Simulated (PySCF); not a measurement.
`C=C[C@](C)(C=O)OC=O`, C6H8O3

Geometry:
| atom | x (Å) | y (Å) | z (Å) |
| --- | --- | --- | --- |
| C1 | 1.937 | -1.416 | 0.445 |
| C2 | 0.761 | -1.276 | -0.136 |
| C3 | -0.080 | -0.022 | -0.106 |
| C4 | 0.727 | 1.271 | -0.151 |
| C5 | -0.886 | -0.123 | 1.191 |
| O6 | -0.571 | 0.397 | 2.218 |
| O7 | -0.966 | -0.103 | -1.246 |
| C8 | -2.065 | 0.618 | -1.189 |
| O9 | -2.432 | 1.287 | -0.267 |
| H10 | 2.409 | -0.623 | 0.999 |
| H11 | 2.476 | -2.346 | 0.388 |
| H12 | 0.300 | -2.091 | -0.676 |
| H13 | 1.414 | 1.258 | -0.993 |
| H14 | 0.050 | 2.118 | -0.242 |
| H15 | 1.279 | 1.378 | 0.778 |
| H16 | -1.742 | -0.818 | 1.113 |
| H17 | -2.618 | 0.505 | -2.137 |

The calculation used GIAO wB97X-D/pcSseg-1 magnetisability, rotational g tensor and spin-rotation constants, non-relativistic, gas phase in PySCF. Geometry: GFN2-xTB.

Q: Give the nuclear spin-rotation constants along the inertial axes (H = +C I·J) beside the isotropic shieldings.

A: Rotational constants 2.5709, 1.3950, 1.1432 GHz. A star marks the isotopologue with that one atom substituted, in its own axes.
| atom | isotope | Caa (kHz) | Cbb (kHz) | Ccc (kHz) | mean (kHz) | σ (ppm) |
| --- | --- | --- | --- | --- | --- | --- |
| H10 | 1H | -0.240 | -0.063 | 0.012 | -0.097 | 26.1 |
| H11 | 1H | 0.062 | -0.119 | -0.074 | -0.044 | 26.0 |
| H12 | 1H | -0.254 | -0.049 | 0.018 | -0.095 | 25.5 |
| H13 | 1H | -0.266 | -0.036 | -0.087 | -0.130 | 30.7 |
| H14 | 1H | -0.016 | -0.158 | -0.084 | -0.086 | 30.0 |
| H15 | 1H | -0.151 | -0.064 | -0.089 | -0.102 | 29.4 |
| H16 | 1H | -0.152 | -0.107 | 0.088 | -0.057 | 22.3 |
| H17 | 1H | -0.033 | -0.001 | -0.091 | -0.042 | 23.7 |
| C1 | 13C* | 0.920 | 0.337 | 0.372 | 0.543 | 57.8 |
| C2 | 13C* | 0.905 | 0.398 | 0.420 | 0.574 | 41.5 |
| C3 | 13C* | 0.646 | 0.359 | 0.274 | 0.427 | 97.1 |
| C4 | 13C* | 0.382 | 0.213 | 0.152 | 0.249 | 166.6 |
| C5 | 13C* | 0.760 | 0.618 | 0.575 | 0.651 | -11.1 |
| O6 | 17O* | -0.360 | -1.283 | -0.649 | -0.764 | -264.3 |
| O7 | 17O* | -0.500 | -0.512 | -0.206 | -0.406 | 94.8 |
| C8 | 13C* | 1.326 | 0.438 | 0.297 | 0.687 | 20.3 |
| O9 | 17O* | -1.532 | -0.735 | -0.127 | -0.798 | -105.6 |

For the geometry as given, no vibrational averaging.
